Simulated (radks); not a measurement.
Values are calculated unless marked as measured or tabulated.
Polarisability of the scandium ion Sc3+, [Ar], at imaginary frequency. Code: a radial shooting solver on a logarithmic mesh with Libxc functionals. Model: scalar-relativistic Kohn-Sham, LB94 model potential, spin-polarised, spherical densities, finite nucleus; Fermi nuclear charge, rms radius 3.5459 fm. Response by self-consistent Sternheimer equations with the Hartree and adiabatic LDA kernel, the relativistic mass of each level held fixed and spin-orbit coupling left out.

w (hartree)  alpha1(iw) (bohr^3)  alpha2(iw) (bohr^5)
0.00266                    2.204                3.732
0.0143                     2.203                3.732
0.0360                     2.203                3.731
0.0697                     2.199                3.728
0.118                      2.191                3.721
0.186                      2.173                3.705
0.280                      2.135                3.671
0.413                      2.059                3.603
0.605                      1.916                3.467
0.892                      1.665                3.206
1.35                       1.280                2.736
2.12                      0.8100                2.002
3.59                      0.3967                1.119
6.94                      0.1430               0.4077
17.5                     0.03299              0.07486

Static values: alpha1 = 2.204 bohr^3 (0.3266 angstrom^3; uncoupled 3.496), alpha2 = 3.732 bohr^5, alpha3 = 13.28 bohr^7. C6 = 5.894, C8 = 58.66, triple-dipole C9 = 9.559 atomic units. One-pole (London) frequency 4 C6 / (3 alpha1^2) = 1.618 hartree, against 2.673 for minus the highest occupied eigenvalue.
